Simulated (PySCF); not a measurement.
H₄OSiTe, singlet, at a GFN2-xTB geometry (core potentials on Te). Base run: DF-PBE/def2-SV(P) run with PySCF.

Here is a job for PySCF.
```python
from pyscf import gto, scf, dft

mol = gto.Mole()
mol.atom = '''
    Te    0.10416374   -0.28143747    0.51856044
    O     0.82047244   -1.32392744   -1.05040063
    H     1.77402636   -1.35754207   -1.01315776
    Si   -0.77776738    1.49791934   -0.98649532
    H    -1.32145574    2.49190052   -0.06734503
    H    -1.82839435    1.01930696   -1.88053296
    H     0.28427295    2.10163177   -1.78996738
'''
mol.basis = 'def2-sv(p)'
mol.ecp = {'Te': 'def2-sv(p)'}
mol.verbose = 4
mol.max_memory = 1800
mol.build()

mf = dft.RKS(mol)
mf.xc = 'pbe'
mf = mf.density_fit(auxbasis='def2-universal-jkfit')
mf.kernel()
```

The job was repeated with other settings on one machine. Differences are taken from the largest basis of the def2 family in the series, which isn't the basis-set limit (def2-QZVPP: -634.966654 Eh). The cheapest run took around 10 core-seconds (rough).

```
setting     basis functions  cost, times the cheapest (rough)  difference in total energy (mEh)
----------  ---------------  --------------------------------  --------------------------------
def2-SVP                 78                                 1                            241.11
def2-SV(P)               66                                 1                            254.88
def2-TZVP               142                                 2                             21.69
def2-TZVPP              179                                 2                             19.27
def2-QZVPP              329                                 5                         reference
```

Times come from a shared machine, hold the start-up and are rough. Total energies converge more slowly with the basis than energy differences do.
